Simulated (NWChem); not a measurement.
Molecule: SnF2, singlet; SMILES [F][Sn][F]

All runs: NWChem. Low-valent species are run as closed-shell singlets; no triplet was tried in these runs. def2 effective core potentials on Sn; no spin-orbit coupling. Each level has its own optimisation; frequencies are unscaled.

```
level                                                 r F–Sn (Å)  highest harmonic frequency (cm⁻¹)  lowest (cm⁻¹)  zero-point energy (kcal/mol)
----------------------------------------------------  ----------  ---------------------------------  -------------  ----------------------------
Hartree-Fock/STO-3G (all-electron, non-relativistic)       1.855                                711            288                           2.4
Hartree-Fock/3-21G (all-electron, non-relativistic)        1.894                                733            248                           2.4
BLYP/def2-SVP (core potentials)                            1.982                                585            181                           1.9
PBE0/def2-SVP (core potentials)                            1.951                                625            194                           2.1
```
